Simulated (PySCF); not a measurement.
# Molecular orbitals of CaCl⁺

PBE0 at R = 2.327 Å; basis Ca def2-SVP, Cl def2-SVP; no relativity; PySCF 2.14. State: ¹Σ⁺ (singlet), closed shell. Only the outer orbitals are listed, counted within each symmetry.

| orbital | occ. | ε (eV) | on Ca (%) | main shells (%) |
| --- | --- | --- | --- | --- |
| 7σ | 2 | -56.64 | 100 | 100 Ca s |
| 3π | 2 | -36.65 | 100 | 100 Ca p |
| 3π | 2 | -36.65 | 100 | 100 Ca p |
| 8σ | 2 | -36.62 | 98 | 98 Ca p |
| 9σ | 2 | -25.74 | 4 | 96 Cl s |
| 10σ | 2 | -13.62 | 12 | 86 Cl p |
| 4π | 2 | -13.02 | 10 | 90 Cl p |
| 4π | 2 | -13.02 | 10 | 90 Cl p |
| 11σ | 0 | -7.34 | 99 | 83 Ca s, 8 Ca d |
| 1δ | 0 | -6.06 | 100 | 100 Ca d |
| 1δ | 0 | -6.06 | 100 | 100 Ca d |

Which are the highest filled and the lowest empty level, where do they sit, and how wide is the gap?

Highest filled 4π at -13.02 eV (in %: 90 Cl p); lowest empty 11σ at -7.34 eV (in %: 83 Ca s, 8 Ca d); the gap at PBE0 is 5.68 eV.

| Property | Result |
| --- | --- |
| bond order (Mayer) | 1.24 |
| ⟨S²⟩ | 0.000 |
| charge on Ca (Mulliken, basis-dependent) | 1.30 |
| charge on Ca (Löwdin, basis-dependent) | 0.98 |
| dipole moment (positive dipole points towards Cl; it is taken about the centre of mass and depends on that origin) | -10.60 D |
| polarisability along the bond | 35.4 bohr³ |
| polarisability across the bond | 16.0 bohr³ |
